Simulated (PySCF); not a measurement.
**Electron correlation in Si+ (silicon, charge +1)**

[Ne] 3s2 3p1, 2P determinant. All numbers are calculated (PySCF 2.14, scalar relativity by spin-free X2C-1e, in jorge-DZP-DKH (7s4p1d, 24 functions)). Frozen: [Ne]; 3 electrons correlated.

MP2 pair energies summed by pair of shells (mhartree):

| pair | energy | share (%) |
| --- | --- | --- |
| 3s-3s | -20.52 | 58.0 |
| 3s-3p | -14.83 | 42.0 |

Total MP2 correlation energy: -35.35 mhartree.

Same-spin part -2.29 and opposite-spin part -33.06 mhartree; SCS-MP2 scales them by 1/3 and 6/5 to -40.43 mhartree.

| level | correlation energy (mhartree) |
| --- | --- |
| CCSD | -53.48 |
| (T) | -0.67 |
| CCSD(T) | -54.15 |

Diagnostics: T1 = 0.012, D1 = 0.0274, largest double amplitude 0.108.

Cost of the coupled-cluster step: 0.08 s of wall time on 1 thread of Intel(R) Xeon(R) 6975P-C (shared host), for 3 correlated electrons.

Iterations:

```
CC2 = 0
CCSD nocc = (np.int64(2), np.int64(1)), nmo = (19, 19)
frozen orbitals [[0, 1, 2, 3, 4], [0, 1, 2, 3, 4]]
max_cycle = 100
direct = 0
conv_tol = 1e-08
conv_tol_normt = 1e-06
diis_space = 8
diis_start_cycle = 0
Init t2, MP2 energy = -0.0353484923931825
Init E_corr(UCCSD) = -0.0353484923991444
cycle = 1  E_corr(UCCSD) = -0.0466623325104721  dE = -0.0113138401  norm(t1,t2) = 0.056225
cycle = 2  E_corr(UCCSD) = -0.0506578049097366  dE = -0.0039954724  norm(t1,t2) = 0.023873
cycle = 3  E_corr(UCCSD) = -0.0534764992025917  dE = -0.00281869429  norm(t1,t2) = 0.011068
cycle = 4  E_corr(UCCSD) = -0.0534576989066211  dE = 1.8800296e-05  norm(t1,t2) = 0.00142649
cycle = 5  E_corr(UCCSD) = -0.0534814985792191  dE = -2.37996726e-05  norm(t1,t2) = 0.000168708
cycle = 6  E_corr(UCCSD) = -0.0534732762821188  dE = 8.2222971e-06  norm(t1,t2) = 3.04526e-05
cycle = 7  E_corr(UCCSD) = -0.0534769287700503  dE = -3.65248793e-06  norm(t1,t2) = 1.06268e-05
cycle = 8  E_corr(UCCSD) = -0.0534760323565499  dE = 8.964135e-07  norm(t1,t2) = 3.10431e-06
cycle = 9  E_corr(UCCSD) = -0.0534760705526882  dE = -3.81961383e-08  norm(t1,t2) = 2.39672e-07
cycle = 10  E_corr(UCCSD) = -0.053476070491193  dE = 6.14952256e-11  norm(t1,t2) = 4.07201e-08
UCCSD converged
E(UCCSD) = -289.2232494522131  E_corr = -0.05347607049119302
UCCSD(T) correction = -0.000674898415358309
```
